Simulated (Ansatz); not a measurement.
`O[SiH2][SiH2][GeH3]`. The species carries charge 0 and has multiplicity 1. The geometry is a stationary point of PBE0-D4/def2-TZVP. It is one conformer, not always the lowest.

```xyz
12

O    -1.344    1.397    1.150
Si   -1.070    1.298   -0.479
Si    0.949    0.146   -0.714
Ge    0.900   -1.834    0.605
H    -2.133    1.854    1.443
H    -1.020    2.654   -1.100
H    -2.163    0.548   -1.164
H     2.096    0.999   -0.296
H     1.133   -0.211   -2.149
H    -0.336   -2.676    0.245
H     0.833   -1.482    2.098
H     2.155   -2.692    0.360
```

(1) What is the dipole moment at PBE/def2-TZVPP? (Best estimate.)

(2) And with r2SCAN, B3LYP, ωB97M-V? (Estimate.)

(3) Give the Mulliken charges with PBE, r2SCAN, B3LYP in def2-TZVPP. (Estimate.)

Results:

(1) Ansatz gave: 1.31 D, with components (-1.06, 0.77, 0.07) D in this frame, pointing from negative to positive charge.

(2) The calculation gave: r2SCAN 1.36 D, B3LYP 1.38 D, ωB97M-V 1.39 D.

(3) Computed: 
```json
{"atom": "O1", "PBE": "-0.35", "r2SCAN": "-0.42", "B3LYP": "-0.40"}
{"atom": "Si2", "PBE": "0.34", "r2SCAN": "0.43", "B3LYP": "0.41"}
{"atom": "Si3", "PBE": "0.04", "r2SCAN": "0.09", "B3LYP": "0.10"}
{"atom": "Ge4", "PBE": "0.05", "r2SCAN": "0.05", "B3LYP": "0.03"}
{"atom": "H5", "PBE": "0.19", "r2SCAN": "0.20", "B3LYP": "0.18"}
{"atom": "H6", "PBE": "-0.08", "r2SCAN": "-0.10", "B3LYP": "-0.09"}
{"atom": "H7", "PBE": "-0.08", "r2SCAN": "-0.10", "B3LYP": "-0.09"}
{"atom": "H8", "PBE": "-0.04", "r2SCAN": "-0.06", "B3LYP": "-0.06"}
{"atom": "H9", "PBE": "-0.05", "r2SCAN": "-0.07", "B3LYP": "-0.06"}
{"atom": "H10", "PBE": "-0.01", "r2SCAN": "-0.01", "B3LYP": "-0.01"}
{"atom": "H11", "PBE": "0.00", "r2SCAN": "0.00", "B3LYP": "0.00"}
{"atom": "H12", "PBE": "-0.01", "r2SCAN": "-0.01", "B3LYP": "-0.01"}
```

B3LYP here is the variant with VWN-RPA as its local correlation; programs differ in this.
